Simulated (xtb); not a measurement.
BN, triplet, from a rough starting geometry; GFN2-xTB (xtb).

The xtb input:
```
$ xtb mol.xyz --gfn 2 --uhf 2 --opt vtight --json

# file mol.xyz
2

B      0.05088612    -0.01282779    -0.65187420
N     -0.01088188     0.03442307     0.66448567
```

The log (banner, timings and long lists left out):

```
   ID    Z sym.   atoms
    1    5 B      1
    2    7 N      2

           -------------------------------------------------
          |                Calculation Setup                |
           -------------------------------------------------

           -------------------------------------------------
          |                 G F N 2 - x T B                 |
           -------------------------------------------------

          ...................................................
          :                      SETUP                      :
          :.................................................:
          :  # basis functions                   8          :
          :  # atomic orbitals                   8          :
          :  # shells                            4          :
          :  # electrons                         8          :
          :  max. iterations                   250          :
          :  Hamiltonian                  GFN2-xTB          :
          :  restarted?                      false          :
          :  GBSA solvation                  false          :
          :  PC potential                    false          :
          :  electronic temp.          300.0000000     K    :
          :  accuracy                    1.0000000          :
          :  -> integral cutoff          0.2500000E+02      :
          :  -> integral neglect         0.1000000E-07      :
          :  -> SCF convergence          0.1000000E-05 Eh   :
          :  -> wf. convergence          0.1000000E-03 e    :
          :  Broyden damping             0.4000000          :
          :  net charge                          0          :
          :  unpaired electrons                  2          :
          ...................................................

 iter      E             dE          RMSdq      gap      omega  full diag
   1     -3.9052494 -0.390525E+01  0.163E+01    3.46       0.0  T
   2     -3.8590205  0.462289E-01  0.907E+00    3.17       1.0  T
   3     -3.8352769  0.237436E-01  0.109E+01    3.76       1.0  T
   4     -3.9612261 -0.125949E+00  0.313E+00    3.91       1.0  T
   5     -3.9664780 -0.525196E-02  0.155E+00    3.83       1.0  T
   6     -3.9657147  0.763283E-03  0.241E+00    3.88       1.0  T
   7     -3.9671308 -0.141602E-02  0.470E-01    3.80       1.0  T
   8     -3.9672779 -0.147153E-03  0.196E-01    3.78       1.0  T
   9     -3.9672934 -0.154677E-04  0.167E-02    3.79       4.2  T
  10     -3.9672936 -0.224876E-06  0.296E-02    3.79       2.4  T
  11     -3.9672939 -0.314427E-06  0.166E-03    3.79      42.7  T
  12     -3.9672939 -0.134918E-08  0.207E-03    3.79      34.2  T
  13     -3.9672939 -0.170821E-08  0.296E-05    3.79    2389.9  T
  14     -3.9672939 -0.256684E-12  0.153E-05    3.79    4624.8  T

   *** convergence criteria satisfied after 14 iterations ***

 transition dipole moment (au) for excitation:           4           5
     X       Y       Z
  -0.0600   0.0459   1.2796  total (au/Debye):    1.282   3.258
 dE (eV)             :    2.408
 oscillator strength :  0.13707E+00

         :::::::::::::::::::::::::::::::::::::::::::::::::::::
         ::                     SUMMARY                     ::
         :::::::::::::::::::::::::::::::::::::::::::::::::::::
         :: total energy              -3.929063146924 Eh    ::
         :: gradient norm              0.089906208645 Eh/a0 ::
         :: HOMO-LUMO gap              3.787987372091 eV    ::
         ::.................................................::
         :: SCC energy                -3.967293925365 Eh    ::
         :: -> isotropic ES            0.018531570302 Eh    ::
         :: -> anisotropic ES          0.001287841743 Eh    ::
         :: -> anisotropic XC          0.003422066436 Eh    ::
         :: -> dispersion             -0.000362153458 Eh    ::
         :: repulsion energy           0.038230778441 Eh    ::
         :: add. restraining           0.000000000000 Eh    ::
         :: total charge              -0.000000000000 e     ::
         :::::::::::::::::::::::::::::::::::::::::::::::::::::

      -----------------------------------------------------------
     |                   =====================                   |
     |                        A N C O P T                        |
     |                   =====================                   |
     |               Approximate Normal Coordinate               |
     |                Rational Function Optimizer                |
      -----------------------------------------------------------
      -----------------------------------------------------------
     |                   =====================                   |
     |                        A N C O P T                        |
     |                   =====================                   |
     |               Approximate Normal Coordinate               |
     |                Rational Function Optimizer                |
      -----------------------------------------------------------

          ...................................................
          :                      SETUP                      :
          :.................................................:
          :   optimization level         verytight          :
          :   max. optcycles                   200          :
          :   ANC micro-cycles                  20          :
          :   degrees of freedom                 1          :
          :.................................................:
          :   RF solver                   davidson          :
          :   write xtbopt.log                true          :
          :   linear (good luck)              true          :
          :   energy convergence         0.1000000E-06 Eh   :
          :   grad. convergence          0.2000000E-03 Eh/α :
          :   maxmium RF displ.          1.0000000          :
          :   Hlow (freq-cutoff)         0.1000000E-01      :
[...]
 * total energy  :    -3.9290631 Eh     change       -0.1088019E-12 Eh
 * total energy  :    -3.9322678 Eh     change       -0.3204675E-02 Eh
 * total energy  :    -3.9322781 Eh     change       -0.1032675E-04 Eh
 * total energy  :    -3.9322785 Eh     change       -0.3539270E-06 Eh
 * total energy  :    -3.9322786 Eh     change       -0.1276632E-06 Eh
 * total energy  :    -3.9322786 Eh     change       -0.4605205E-11 Eh
   *** GEOMETRY OPTIMIZATION CONVERGED AFTER 6 ITERATIONS ***
[...]
          |                Final Singlepoint                |
           -------------------------------------------------

          ...................................................
          :                      SETUP                      :
          :.................................................:
          :  # basis functions                   8          :
          :  # atomic orbitals                   8          :
          :  # shells                            4          :
          :  # electrons                         8          :
          :  max. iterations                   250          :
          :  Hamiltonian                  GFN2-xTB          :
          :  restarted?                      false          :
          :  GBSA solvation                  false          :
          :  PC potential                    false          :
          :  electronic temp.          300.0000000     K    :
          :  accuracy                    1.0000000          :
          :  -> integral cutoff          0.2500000E+02      :
          :  -> integral neglect         0.1000000E-07      :
          :  -> SCF convergence          0.1000000E-05 Eh   :
          :  -> wf. convergence          0.1000000E-03 e    :
          :  Broyden damping             0.4000000          :
          :  net charge                          0          :
          :  unpaired electrons                  2          :
          ...................................................

 iter      E             dE          RMSdq      gap      omega  full diag
   1     -3.9880296 -0.398803E+01  0.101E-05    4.14       0.0  T
   2     -3.9880296  0.236700E-12  0.239E-05    4.14    2958.9  T
   3     -3.9880296 -0.262901E-12  0.341E-06    4.14   20748.8  T

   *** convergence criteria satisfied after 3 iterations ***

 transition dipole moment (au) for excitation:           4           5
     X       Y       Z
  -0.0587   0.0449   1.2513  total (au/Debye):    1.253   3.186
 dE (eV)             :    2.682
 oscillator strength :  0.14600E+00

         :::::::::::::::::::::::::::::::::::::::::::::::::::::
         ::                     SUMMARY                     ::
         :::::::::::::::::::::::::::::::::::::::::::::::::::::
         :: total energy              -3.932278630669 Eh    ::
         :: gradient norm              0.000001095115 Eh/a0 ::
         :: HOMO-LUMO gap              4.136695897251 eV    ::
         ::.................................................::
         :: SCC energy                -3.988029566964 Eh    ::
         :: -> isotropic ES            0.018741236351 Eh    ::
         :: -> anisotropic ES          0.001223090694 Eh    ::
         :: -> anisotropic XC          0.002217161452 Eh    ::
         :: -> dispersion             -0.000361951278 Eh    ::
         :: repulsion energy           0.055750936294 Eh    ::
         :: add. restraining           0.000000000000 Eh    ::
         :: total charge               0.000000000937 e     ::
         :::::::::::::::::::::::::::::::::::::::::::::::::::::

           -------------------------------------------------
          |                Property Printout                |
           -------------------------------------------------

    * Orbital Energies and Occupations

         #    Occupation            Energy/Eh            Energy/eV
      -------------------------------------------------------------
         1        2.0000           -0.5931105             -16.1394
         2        1.7228           -0.4438965             -12.0790
         3        1.7228           -0.4438965             -12.0790
         4        1.5544           -0.4431933             -12.0599
         5        1.0000           -0.3446289              -9.3778 (HOMO)
         6                         -0.1926082              -5.2411 (LUMO)
         7                         -0.1926082              -5.2411
         8                          0.6357379              17.2993
      -------------------------------------------------------------
                  HL-Gap            0.1520208 Eh            4.1367 eV
             Fermi-level           -0.3558022 Eh           -9.6819 eV

     #   Z          covCN         q      C6AA      α(0)
     1   5 B        0.841     0.260    54.781    15.572
     2   7 N        0.841    -0.260    27.167     7.578

 Mol. C6AA /au·bohr⁶  :        154.422913
 Mol. C8AA /au·bohr⁸  :       4930.936240
 Mol. α(0) /au        :         23.149254

Wiberg/Mayer (AO) data.
largest (>0.10) Wiberg bond orders for each atom

 ---------------------------------------------------------------------------
     #   Z sym  total        # sym  WBO       # sym  WBO       # sym  WBO
 ---------------------------------------------------------------------------
     1   5 B    2.129 --     2 N    2.129
     2   7 N    2.129 --     1 B    2.129
 ---------------------------------------------------------------------------

Topologies differ in total number of bonds
Writing topology from bond orders to xtbtopo.mol

molecular dipole:
                 x           y           z       tot (Debye)
 q only:        0.029      -0.022      -0.623
   full:        0.036      -0.027      -0.764       1.945
molecular quadrupole (traceless):
                xx          xy          yy          xz          yz          zz
 q only:        0.010      -0.000       0.005      -0.035      -0.019      -0.015
  q+dip:       -0.502      -0.003      -0.509      -0.115       0.032       1.011
   full:        0.285       0.001       0.280      -0.004      -0.053      -0.566

optimized geometry written to: xtbopt.xyz

           -------------------------------------------------
          | TOTAL ENERGY               -3.932278630669 Eh   |
          | GRADIENT NORM               0.000001095115 Eh/α |
          | HOMO-LUMO GAP               4.136695897251 eV   |
           -------------------------------------------------

normal termination of xtb
```
